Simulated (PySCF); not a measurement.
Input of a run (PBE0-D3(BJ)/def2-SVP geometry optimisation, gas phase, def2 core potentials past Kr (PySCF 2.14.0)), started from GFN2-xTB:
```
{"job": {"xc": "PBE0", "basis": "def2-SVP", "d3": "d3bj", "grid": 1, "maxiter": 30, "shake": 0.03, "kind": "geom"}, "charge": 0, "multiplicity": 1}
Te     0.066780    -0.067750    -1.478880
C      1.542940    -0.030310     0.004070
H      1.424520    -0.918530     0.589660
H      1.578760     0.863210     0.634360
H      2.508110    -0.025890    -0.524410
C     -1.572720     0.032460    -0.011470
H     -1.472660     0.907030     0.603080
H     -1.422620    -0.838980     0.613470
H     -2.520370     0.009330    -0.455540
```

Output (energies in Eh, forces in Eh/bohr):
```
step   0  E = -347.67552063  max force = 0.042966
step   1  E = -347.68169418  max force = 0.007405
step   2  E = -347.68229945  max force = 0.002504
step   3  E = -347.68236264  max force = 0.000664
step   4  E = -347.68237005  max force = 0.000258
optimisation converged
```

Question: Summarise the run.

Answer: The energy falls by 18.0 kJ/mol over 5 energy and gradient evaluations, the largest force component goes from 0.0430 to 2.6e-04 Eh/bohr, and the atoms move by 0.061 Å rms after alignment. The bond that changes most is Te1–C2 (ends: tellurium bonded to 2 C; carbon bonded to Te and 3 H), which lengthens by 0.060 Å. Bonds longer at the end by more than 0.005 Å: 5 of 8; shorter: 1. Among the angles that change most is Te1–C2–H4, from 116.5° to 109.9°. The energy never rose by more than 1e-6 Eh on the way. The first step brought 90 % of the lowering.

Question: What are the final bond lengths?

Answer: Te1–C2 2.152 Å, Te1–C6 2.152 Å, C2–H3 1.097 Å, C2–H4 1.098 Å, C2–H5 1.098 Å, C6–H7 1.097 Å, C6–H8 1.097 Å, C6–H9 1.098 Å. Numbering counts from 1 in the input's order; the species is TeMe2 (`C[Te]C`).

The run used 84 basis functions and 35 SCF cycles in all. The run took 16 s wall on an Arm Neoverse V1 with one thread, no GPU, on a shared host, and the process peaked at 0.32 GiB of memory.

Stationary, but not proved a minimum.
